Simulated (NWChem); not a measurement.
System: trifluoroacetic acid (C2HF3O2); SMILES FC(C(=O)O)(F)F

Input file for NWChem:

```
start job
memory heap 200 mb stack 900 mb global 1100 mb
geometry units angstroms noautoz
  O     -1.102602    -1.474466     0.000299
  C      0.111537    -0.942287     0.001041
  O      1.144366    -1.540739     0.000660
  C      0.016684     0.595193     0.000360
  F     -0.653260     1.015631     1.069563
  F      1.224446     1.125181     0.017198
  F     -0.622604     1.014539    -1.088110
  H     -0.999325    -2.439402    -0.000774
end
basis spherical
  O library 6-31g*
  C library 6-31g*
  F library 6-31g*
  H library 6-31g*
end
dft
  xc xpbe96 cpbe96
  iterations 200
  vectors input hcore
end
task dft gradient
```

NWChem printed, in part:

```
             Northwest Computational Chemistry Package (NWChem) 7.3.0
             --------------------------------------------------------

 C1  symmetry detected

                             Geometry "geometry" -> ""
                             -------------------------

 Output coordinates in angstroms (scale by  1.889725989 to convert to a.u.)

  No.       Tag          Charge          X              Y              Z
 ---- ---------------- ---------- -------------- -------------- --------------
    1 O                    8.0000    -1.08217577    -1.48043529     0.00040807
    2 C                    6.0000     0.12685045    -0.93674068     0.00098014
    3 O                    8.0000     1.16532065    -1.52534926     0.00046746
    4 C                    6.0000     0.01738885     0.59976835     0.00029306
    5 F                    9.0000    -0.65637712     1.01383442     1.06958107
    6 F                    9.0000     1.22006134     1.14121166     0.01696202
    7 F                    9.0000    -0.62600226     1.01300464    -1.08809602
    8 H                    1.0000    -0.96973246    -2.44434614    -0.00066700

 Effective nuclear repulsion energy (a.u.)     338.4964821651

  pbe96 is a nonlocal functional; adding pw91lda local functional.

                                 NWChem DFT Module
                                 -----------------

 Summary of "ao basis" -> "ao basis" (spherical)
 ------------------------------------------------------------------------------
       Tag                 Description            Shells   Functions and Types
 ---------------- ------------------------------  ------  ---------------------
 O                           6-31g*                  6       14   3s2p1d
 C                           6-31g*                  6       14   3s2p1d
 F                           6-31g*                  6       14   3s2p1d
 H                           6-31g*                  2        2   2s

            General Information
            -------------------
          SCF calculation type: DFT
          Wavefunction type:  closed shell.
          No. of atoms     :     8
          No. of electrons :    56
           Alpha electrons :    28
            Beta electrons :    28
          Charge           :     0
          Spin multiplicity:     1
          Use of symmetry is: off; symmetry adaption is: off
          Maximum number of iterations: 200
          AO basis - number of functions:   100
                     number of shells:    44
          Convergence on energy requested:  1.00D-06
          Convergence on density requested:  1.00D-05
          Convergence on gradient requested:  5.00D-04

              XC Information
              --------------
          PerdewBurkeErnzerhof Exchange Functional  1.000
            Perdew 1991 LDA Correlation Functional  1.000 local
           PerdewBurkeErnz. Correlation Functional  1.000 non-local

             Grid Information
             ----------------
          Grid used for XC integration:  medium
          Radial quadrature: Mura-Knowles
          Angular quadrature: Lebedev.
          Tag              B.-S. Rad. Rad. Pts. Rad. Cut. Ang. Pts.
          ---              ---------- --------- --------- ---------
          O                   0.60       49           8.0       434
          C                   0.70       49           9.0       434
          F                   0.50       49          10.0       434
          H                   0.35       45           9.0       434
          Grid pruning is: on
          Number of quadrature shells:   388
          Spatial weights used:  Erf1

      Non-variational initial energy
      ------------------------------

 Total energy =     338.496482
 1-e energy   =       0.000000
 2-e energy   =       0.000000
 HOMO         =     -18.863619
 LUMO         =     -18.719863

   convergence    iter        energy       DeltaE   RMS-Dens  Diis-err
 ---------------- ----- ----------------- --------- --------- ---------
 d= 0,ls=0.0,diis     1   -469.8087868200 -8.08D+02  4.79D-01  1.98D+02
 d= 0,ls=0.0,diis     2   -328.6118724582  1.41D+02  5.56D-01  3.13D+02
 d= 0,ls=0.0,diis     3   -464.2313564309 -1.36D+02  3.91D-01  2.22D+02
 d= 0,ls=0.0,diis     4   -524.6284369439 -6.04D+01  7.23D-02  1.59D+01
 d= 0,ls=0.0,diis     5   -519.8714752884  4.76D+00  6.92D-02  3.95D+01
 d= 0,ls=0.0,diis     6   -526.0182935897 -6.15D+00  1.49D-02  2.33D+00
  Resetting Diis
 d= 0,ls=0.0,diis     7   -526.0314534980 -1.32D-02  7.48D-03  2.46D+00
 d= 0,ls=0.0,diis     8   -526.2215259279 -1.90D-01  1.01D-02  4.32D-01
 d= 0,ls=0.0,diis     9   -526.1634784161  5.80D-02  6.15D-03  1.10D+00
 d= 0,ls=0.0,diis    10   -526.2520239953 -8.85D-02  1.95D-03  1.06D-01
 d= 0,ls=0.0,diis    11   -526.2625423743 -1.05D-02  3.57D-04  3.18D-03
 d= 0,ls=0.0,diis    12   -526.2628064922 -2.64D-04  1.03D-04  4.45D-04
 d= 0,ls=0.0,diis    13   -526.2628475577 -4.11D-05  2.33D-05  1.01D-05
 d= 0,ls=0.0,diis    14   -526.2628483017 -7.44D-07  9.05D-06  3.30D-06

         Total DFT energy =     -526.262848301668
      One electron energy =    -1400.865250635921
           Coulomb energy =      595.441945385333
    Exchange-Corr. energy =      -59.336025216142
 Nuclear repulsion energy =      338.496482165061

 Numeric. integr. density =       56.000001517143

                       DFT Final Molecular Orbital Analysis
                       ------------------------------------

 Vector   26  Occ=2.000000D+00  E=-3.414461D-01
              MO Center=  1.6D-01, -1.6D-01,  5.9D-03, r^2= 3.2D+00
   Bfn.  Coefficient  Atom+Function         Bfn.  Coefficient  Atom+Function
  ----- ------------  ---------------      ----- ------------  ---------------
    74      0.337498  6 F  py                31      0.276305  3 O  px
    18      0.266796  2 C  py                78      0.226695  6 F  py
    88      0.200151  7 F  py                 4     -0.193387  1 O  py
    60      0.193639  5 F  py                 3      0.185153  1 O  px
    20      0.172200  2 C  s                 46     -0.165399  4 C  py

 Vector   27  Occ=2.000000D+00  E=-3.033825D-01
              MO Center= -4.4D-02, -1.5D+00,  4.4D-04, r^2= 1.8D+00
   Bfn.  Coefficient  Atom+Function         Bfn.  Coefficient  Atom+Function
  ----- ------------  ---------------      ----- ------------  ---------------
     5      0.490663  1 O  pz                33     -0.439757  3 O  pz
     9      0.367982  1 O  pz                37     -0.296151  3 O  pz
    19     -0.114077  2 C  pz                23     -0.055999  2 C  pz
    27      0.042043  2 C  d  1              87     -0.028243  7 F  px
    59      0.027559  5 F  px

 Vector   28  Occ=2.000000D+00  E=-2.519510D-01
              MO Center=  6.6D-01, -1.2D+00,  4.3D-04, r^2= 2.0D+00
   Bfn.  Coefficient  Atom+Function         Bfn.  Coefficient  Atom+Function
  ----- ------------  ---------------      ----- ------------  ---------------
    32      0.503882  3 O  py                36      0.348237  3 O  py
    31      0.268705  3 O  px                 3      0.239748  1 O  px
    46      0.197261  4 C  py                35      0.185745  3 O  px
    48     -0.183462  4 C  s                  7      0.178388  1 O  px
    60     -0.146158  5 F  py                88     -0.145106  7 F  py

 Vector   29  Occ=0.000000D+00  E=-5.927090D-02
              MO Center=  2.5D-01, -9.2D-01,  7.9D-04, r^2= 1.8D+00
   Bfn.  Coefficient  Atom+Function         Bfn.  Coefficient  Atom+Function
  ----- ------------  ---------------      ----- ------------  ---------------
    19      0.542050  2 C  pz                23      0.425157  2 C  pz
    33     -0.407375  3 O  pz                37     -0.381889  3 O  pz
     5     -0.264893  1 O  pz                 9     -0.254928  1 O  pz
    51      0.210747  4 C  pz                47      0.150501  4 C  pz
    90      0.137083  7 F  s                 62     -0.134391  5 F  s

 Vector   30  Occ=0.000000D+00  E= 2.692685D-02
              MO Center= -8.6D-01, -2.4D+00, -6.8D-04, r^2= 2.2D+00
   Bfn.  Coefficient  Atom+Function         Bfn.  Coefficient  Atom+Function
  ----- ------------  ---------------      ----- ------------  ---------------
   100      1.393017  8 H  s                  6     -0.822077  1 O  s
     8      0.487772  1 O  py                 4      0.297996  1 O  py
    20      0.246389  2 C  s                 48     -0.229882  4 C  s
    99      0.206135  8 H  s                 49     -0.182536  4 C  px
     2     -0.181497  1 O  s                 50      0.154630  4 C  py

 Vector   31  Occ=0.000000D+00  E= 1.205822D-01
              MO Center=  7.8D-03,  2.1D-01,  4.2D-04, r^2= 2.2D+00
   Bfn.  Coefficient  Atom+Function         Bfn.  Coefficient  Atom+Function
  ----- ------------  ---------------      ----- ------------  ---------------
    20      0.722058  2 C  s                 34     -0.639904  3 O  s
    49      0.621006  4 C  px                45      0.613584  4 C  px
    21      0.511353  2 C  px                76     -0.435334  6 F  s
   100      0.297214  8 H  s                 62      0.249540  5 F  s
    36     -0.239683  3 O  py                90      0.238973  7 F  s

     Multipole analysis of the density
     ---------------------------------

     L   x y z        total         alpha         beta         nuclear
     -   - - -        -----         -----         ----         -------
     0   0 0 0     -0.000000    -28.000000    -28.000000     56.000000

     1   1 0 0     -0.532650     -0.266325     -0.266325     -0.000000
     1   0 1 0     -0.580895     -0.290448     -0.290448      0.000000
     1   0 0 1      0.000638      0.000319      0.000319      0.000000

     2   2 0 0    -29.115078    -89.679679    -89.679679    150.244279
     2   1 1 0      3.207314     -0.451971     -0.451971      4.111256
     2   1 0 1      0.001613      0.000058      0.000058      0.001497
     2   0 2 0    -23.108128   -153.955102   -153.955102    284.802076
     2   0 1 1      0.003394      0.001625      0.001625      0.000144
     2   0 0 2    -26.419788    -50.624307    -50.624307     74.828827

            General Information
            -------------------
          SCF calculation type: DFT
          Wavefunction type:  closed shell.
          No. of atoms     :     8
          No. of electrons :    56
           Alpha electrons :    28
            Beta electrons :    28
          Charge           :     0
          Spin multiplicity:     1
          Use of symmetry is: off; symmetry adaption is: off
          Maximum number of iterations: 200
          AO basis - number of functions:   100
                     number of shells:    44
          Convergence on energy requested:  1.00D-06
          Convergence on density requested:  1.00D-05
          Convergence on gradient requested:  5.00D-04

              XC Information
              --------------
          PerdewBurkeErnzerhof Exchange Functional  1.000
            Perdew 1991 LDA Correlation Functional  1.000 local
           PerdewBurkeErnz. Correlation Functional  1.000 non-local

             Grid Information
             ----------------
          Grid used for XC integration:  medium
          Radial quadrature: Mura-Knowles
          Angular quadrature: Lebedev.
          Tag              B.-S. Rad. Rad. Pts. Rad. Cut. Ang. Pts.
          ---              ---------- --------- --------- ---------
          O                   0.60       49           8.0       434
          C                   0.70       49           9.0       434
          F                   0.50       49          10.0       434
          H                   0.35       45           9.0       434
          Grid pruning is: on
          Number of quadrature shells:   388
          Spatial weights used:  Erf1

          Convergence Information
          -----------------------
          Convergence aids based upon iterative change in
          total energy or number of iterations.
          Levelshifting, if invoked, occurs when the
          HOMO/LUMO gap drops below (HL_TOL):  1.00D-02
          DIIS, if invoked, will attempt to extrapolate
          using up to (NFOCK): 10 stored Fock matrices.

                    Damping( 0%)  Levelshifting(0.5)       DIIS
                  --------------- ------------------- ---------------
          dE  on:    start            ASAP                start
          dE off:    2 iters        200 iters           200 iters

                            NWChem DFT Gradient Module
                            --------------------------

  charge          =   0.00
  wavefunction    = closed shell

                         DFT ENERGY GRADIENTS

    atom               coordinates                        gradient
                 x          y          z           x          y          z
   1 O      -2.045016  -2.797617   0.000771    0.025716  -0.005505  -0.000016
   2 C       0.239713  -1.770183   0.001852    0.009513  -0.019077  -0.000022
   3 O       2.202137  -2.882492   0.000883   -0.034406   0.019500   0.000005
   4 C       0.032860   1.133398   0.000554    0.000468   0.014217  -0.000027
   5 F      -1.240373   1.915869   2.021215    0.012674  -0.007010  -0.020179
   6 F       2.305582   2.156577   0.032054   -0.023192  -0.008845  -0.000309
   7 F      -1.182973   1.914301  -2.056203    0.012088  -0.006976   0.020520
   8 H      -1.832529  -4.619144  -0.001260   -0.002861   0.013696   0.000028
```

Level: PBE/6-31G* (spherical d). The geometry was optimised at PBE0/def2-SVP.
